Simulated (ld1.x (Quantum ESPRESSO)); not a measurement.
Pseudopotential generation for O (Z = 8): PAW, PW91, scalar-relativistic.

* Element: oxygen
* Generator: ld1.x (Quantum ESPRESSO) 7.5
* Type: PAW
* Functional: PW91
* Relativity: scalar-relativistic
* Frozen core: [He]
* Valence charge: 6
* Reference configuration: 2s1 2p5
* Partial waves: 2s (bound): rcut 0.55, rcutus 0.70 bohr; 2s channel at 0.25 Ry: rcut 0.55, rcutus 0.70 bohr; 2p (bound): rcut 1.95, rcutus 2.15 bohr; 2p channel at 0.1 Ry: rcut 1.95, rcutus 2.15 bohr; 3d channel at 0.2 Ry: rcut 1.60, rcutus 1.85 bohr; 3d channel at 0.85 Ry: rcut 1.60, rcutus 1.85 bohr
* Local potential: all-electron potential smoothed inside 1.80 bohr (lloc = -2)
* Core correction: Bessel-smoothed model core, default radius (core density twice the valence density)
* Augmentation charge: BG, radius 0.45 bohr

All-electron outer shells of the reference configuration (PW91, scalar-relativistic, ld1.x):

```json
{"shell": "1s", "level (eV)": "-515.79", "outermost node (bohr)": "–", "outermost maximum (bohr)": "0.13"}
{"shell": "2s", "level (eV)": "-24.46", "outermost node (bohr)": "0.28", "outermost maximum (bohr)": "0.87"}
{"shell": "2p", "level (eV)": "-9.53", "outermost node (bohr)": "–", "outermost maximum (bohr)": "0.82"}
```

What the tests gave:

```json
{"Cutoffs needed": "60 Ry and 90 Ry (the cutoffs (Ry, on a coarse ladder) from which the occupation-weighted sum of valence levels, in a spherical-Bessel basis at the reference potential, stays within 10 and 1 mRy of its value at 400 Ry)", "Ghost test": "no extra level below or beside the all-electron valence levels (s, p, d, f tested) (spherical-Bessel basis up to 400 Ry, 20 bohr box)", "Configuration tests": "test run stopped at test 1 of 7 (negative rho)", "Lowest eigenvalue of the overlap operator": "0.28 (p channel)"}
```

Generation and tests took about 2.6 s on one core of a shared server CPU.
